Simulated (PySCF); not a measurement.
**Pt: electron affinity**

Pt⁻ [Xe] 4f14 5d9 6s2 (2D) → Pt [Xe] 4f14 5d9 6s1 (3D), as a difference of total energies. All numbers are calculated (PySCF 2.14, a scalar-relativistic core potential, in aug-cc-pVDZ-PP with ECP60MDF (5s5p4d2f, 54 functions)). Correlated levels: valence: 5s2 5p6 frozen. The calculations carry no spin-orbit coupling.

```json
{"method": "UHF", "electron affinity (eV)": "0.420"}
{"method": "LDA", "electron affinity (eV)": "2.410"}
{"method": "PBE", "electron affinity (eV)": "2.099"}
{"method": "PBE0", "electron affinity (eV)": "1.812"}
{"method": "r2SCAN", "electron affinity (eV)": "2.008"}
{"method": "HSE06", "electron affinity (eV)": "1.865"}
{"method": "TPSSh", "electron affinity (eV)": "1.858"}
{"method": "r2SCANh", "electron affinity (eV)": "1.930"}
{"method": "MP2 (valence)", "electron affinity (eV)": "1.829"}
```

**Question.** Estimate what M06-L gives.

**Answer.** 1.733 eV, closest to PBE0 among the rows shown.

**Question.** Estimate what SCS-MP2 (valence) gives.

**Answer.** 1.847 eV, closest to TPSSh among the rows shown.

The reference lies between the lowest fine-structure levels, while these numbers refer to the centres of the terms.

Errors of the correlated levels include the incompleteness of this basis and the frozen core.

In the anion the highest occupied orbital energy is positive at LDA, PBE, PBE0, r2SCAN, M06-L, HSE06, TPSSh, r2SCANh, a self-interaction effect; the basis confines that electron, and the energy difference can still be sensible.

For comparison: 2.125 eV (measured; photodetachment measurements, as compiled on the Wikipedia data page of electron affinities).
